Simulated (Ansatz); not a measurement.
One change: `CBCSC` becomes `CSC[SiH2]O`.

Ansatz, PBE0-D4/def2-TZVP geometries, multiplicity 1. Each molecule was computed in one conformer, which needn't be the lowest.

| property | `CBCSC` |
| --- | --- |
| HOMO–LUMO gap (PBE0/def2-TZVPP) / eV | 5.40 |
| size of the dipole moment (B3LYP/def2-TZVPP) / D | 1.14 |
| HOMO energy (PBE0/def2-TZVPP) / eV | -6.22 |
| size of the dipole moment (ωB97M-V/def2-TZVPP) / D | 1.15 |
| HOMO–LUMO gap (ωB97M-V/def2-TZVPP) / eV | 9.58 |
| HOMO energy (B3LYP/def2-TZVPP) / eV | -6.00 |

Q: Give the same properties after the change, and the shifts. (Estimate.)

A: The calculation gave: 
```
                                          property  `CSC[SiH2]O`  shift
              HOMO–LUMO gap (PBE0/def2-TZVPP) / eV          6.77   1.37
  size of the dipole moment (B3LYP/def2-TZVPP) / D          2.06   0.92
                HOMO energy (PBE0/def2-TZVPP) / eV         -6.54  -0.32
size of the dipole moment (ωB97M-V/def2-TZVPP) / D          2.02   0.87
           HOMO–LUMO gap (ωB97M-V/def2-TZVPP) / eV         10.65   1.07
               HOMO energy (B3LYP/def2-TZVPP) / eV         -6.33  -0.33
```

With PBE0 the HOMO falls by 0.32 eV and the LUMO rises by 1.05 eV, so the gap widens by about 1.37 eV. PBE moves the HOMO by -0.34 eV and ωB97M-V by -0.28 eV. The zero-point energy changes by -42.9 kJ/mol with -3 modes. Dipoles are sizes alone; their direction can turn.

B3LYP here is the variant with VWN-RPA as its local correlation; programs differ in this.
